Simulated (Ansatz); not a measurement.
Calculation: frozen-core CCSD(T)/cc-pVTZ // r2SCAN-D4/def2-TZVP (Ansatz, a first-principles code). The geometry is that of the parent before the electron was removed.

Ansatz 0.2 input:
```yaml
crystal:
  periodic: [false, false, false]
  atoms:
    - { symbol: F, position_ang: [2.199863, 1.573774, -0.13164] }
    - { symbol: Ga, position_ang: [1.271313, 0.092805, -0.062332] }
    - { symbol: F, position_ang: [2.348558, -1.286204, -0.093781] }
    - { symbol: Si, position_ang: [-1.100214, -0.063107, 0.054935] }
    - { symbol: H, position_ang: [-1.575785, -0.798406, -1.141771] }
    - { symbol: H, position_ang: [-1.456789, -0.815324, 1.281981] }
    - { symbol: H, position_ang: [-1.686946, 1.296462, 0.092607] }
basis:
  gaussian: { orbitals: cc-pVTZ }
correlation:
  method: ccsd_t
total_charge: 1
magnetization:
  spin_polarized: true
  initial_magnetization: 1
```

Output:

```
Functional definition: HF
1098 factors; integrals over basis functions are off by at most 8.5e-4 eV
mean field evaluation 1: about -65641.6189 eV, gradient 5.1e1 eV
mean field evaluation 2: about -65641.6261 eV, gradient 5.1e1 eV
mean field evaluation 4: about -65650.8045 eV, gradient 3.2e0 eV
mean field evaluation 8: about -65650.9537 eV, gradient 1.8e-1 eV
mean field evaluation 16: about -65650.9226 eV, gradient 1.1e0 eV
mean field evaluation 32: about -65647.3188 eV, gradient 2.6e0 eV
mean field evaluation 64: about -65648.6956 eV, gradient 1.8e-3 eV
mean field evaluation 96: about -65649.1360 eV, gradient 1.9e-1 eV
mean field evaluation 128: about -65649.1270 eV, gradient 6.2e-2 eV
mean field evaluation 160: about -65646.5819 eV, gradient 1.1e1 eV
mean field evaluation 192: about -65648.2186 eV, gradient 3.2e-3 eV
mean field evaluation 224: about -65647.3461 eV, gradient 9.2e0 eV
mean field evaluation 256: about -65649.1358 eV, gradient 4.4e-2 eV
mean field -65650.95451297 eV, -2412.6280785363 hartree, gradient 4.3e-6 eV, S^2 0.762191; 7 other end points of the search recorded, 0 dependent functions left out
determinant -65650.95451297 eV, -2412.6280785363 hartree, with singles and doubles -65672.38873279 eV, -2413.4157715862 hartree
determinant -65649.13602861 eV, -2412.5612504688 hartree, with singles and doubles -65670.49405612 eV, -2413.3461435028 hartree
determinant -65649.12685835 eV, -2412.5609134678 hartree, with singles and doubles -65670.53709375 eV, -2413.3477251064 hartree
determinant -65648.69555253 eV, -2412.5450632713 hartree, with singles and doubles -65670.09897123 eV, -2413.3316244010 hartree
determinant -65648.21857311 eV, -2412.5275346010 hartree, with singles and doubles -65669.88327635 eV, -2413.3236977602 hartree
16 core orbitals not correlated
reference -65650.95451297 eV, -2412.6280785363 hartree; 17, 16 occupied and 146, 147 virtual orbitals, 1098 factors
second order -20.84652121 eV of doubles, -0.00000000 eV of singles
cycle   1  -21.31522568 eV  change    -2.3e0 eV  update   3.4e-2
cycle   2  -21.37652971 eV  change   -6.1e-2 eV  update   9.3e-3
cycle   3  -21.37653561 eV  change   -5.9e-6 eV  update   5.8e-3
cycle   4  -21.38190636 eV  change   -5.4e-3 eV  update   2.8e-3
cycle   5  -21.38301369 eV  change   -1.1e-3 eV  update   2.0e-3
cycle   6  -21.38455809 eV  change   -1.5e-3 eV  update   1.1e-3
cycle   7  -21.38487621 eV  change   -3.2e-4 eV  update   6.1e-4
cycle   8  -21.38486155 eV  change    1.5e-5 eV  update   2.4e-4
cycle   9  -21.38477854 eV  change    8.3e-5 eV  update   1.2e-4
cycle  10  -21.38468801 eV  change    9.1e-5 eV  update   4.9e-5
cycle  11  -21.38469508 eV  change   -7.1e-6 eV  update   2.5e-5
perturbative correction -0.80669247 eV, -0.0296454016 hartree
Total energy: -65673.14590052 eV, -2413.4435969868 hartree
```

Cost: around 15 core-minutes (rough).
